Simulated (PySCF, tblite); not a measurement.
Isomers of C6H4NO (doublet state), one GFN2-xTB conformer each. Single-point energies are computed at B3LYP/pcH-1 (PySCF, gas phase, no added dispersion term), electronic only. GFN2-xTB treats the open shell by occupation alone, and not every SCF solution was tested for stability.

Question: Rank them by B3LYP/pcH-1 energy, lowest first (kcal/mol).
A. `[CH:1]#[C:2][C:3]#[C:4][CH2:5][N:6][CH:7]=[O:8]` (doublet state) with C4–C5–N6–C7 44°, C5–N6–C7–O8 -176°
B. `[CH:1]#[C:2][C:3]#[C:4][CH2:5][NH:6][C:7]=[O:8]` (doublet state) with C4–C5–N6–C7 129°, C5–N6–C7–O8 0°

Answer: B (0.0), A (26.7).

As drawn, the lower has an N–H bond, which the higher lacks. GFN2-xTB itself gives, in the same order: 0.0, 2.1. Both levels put the same isomer lowest.

What happens when harmonic zero-point energies from GFN2-xTB frequencies are added?

| SMILES | ZPE (kcal/mol) | electronic (kcal/mol) | with ZPE (kcal/mol) |
| --- | --- | --- | --- |
| C#CC#CCN[C]=O | 48.7 | 0.0 | 0.0 |
| C#CC#CC[N]C=O | 47.2 | 26.7 | 25.2 |

The zero-point energies span 1.5 kcal/mol. The order is unchanged.
